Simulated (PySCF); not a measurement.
PBE0 on Sr⁻ (strontium, charge -1), [Kr] 4d1 5s2, 2D determinant. All numbers are calculated (PySCF 2.14, no relativity, point nucleus, in dyall-av2z (22s16p11d, 125 functions)).

```
cycle= 1 E= -3133.01870779721  delta_E= -0.0157  |g|= 0.0372  |ddm|= 0.455
cycle= 2 E= -3133.01975435435  delta_E= -0.00105  |g|= 0.0337  |ddm|= 0.224
cycle= 3 E= -3133.020718885  delta_E= -0.000965  |g|= 0.00991  |ddm|= 0.101
cycle= 4 E= -3133.02078996948  delta_E= -7.11e-05  |g|= 0.00231  |ddm|= 0.0293
cycle= 5 E= -3133.02083914777  delta_E= -4.92e-05  |g|= 0.00126  |ddm|= 0.0326
cycle= 6 E= -3133.02085578004  delta_E= -1.66e-05  |g|= 0.000153  |ddm|= 0.0291
cycle= 7 E= -3133.02085599165  delta_E= -2.12e-07  |g|= 6.43e-05  |ddm|= 0.00191
cycle= 8 E= -3133.02085603321  delta_E= -4.16e-08  |g|= 1.61e-05  |ddm|= 0.000983
cycle= 9 E= -3133.0208560366  delta_E= -3.39e-09  |g|= 7.37e-06  |ddm|= 0.000228
cycle= 10 E= -3133.02085603691  delta_E= -3.17e-10  |g|= 7.59e-07  |ddm|= 0.0001
converged SCF energy = -3133.02085603691  <S^2> = 0.77093905  2S+1 = 2.0208306
```

Highest occupied orbital energy: 1.934 eV; ⟨L²⟩ = 6.08; populations by l: s 9.99, p 18.00, d 11.01.

(1) Can this result be used?

Answers

(1) With care. The calculation finished and met its thresholds. A non-relativistic calculation at this Z misses sizeable relativistic shifts. The configuration of this anion was assumed by filling the next shell in order. It is not the known or likely ground configuration (Ca⁻, Sr⁻ and Ba⁻, for instance, bind a p electron), so these values are not the electron affinity of the element. At PBE0 the highest occupied level has a positive energy, so only the finite basis holds that electron.
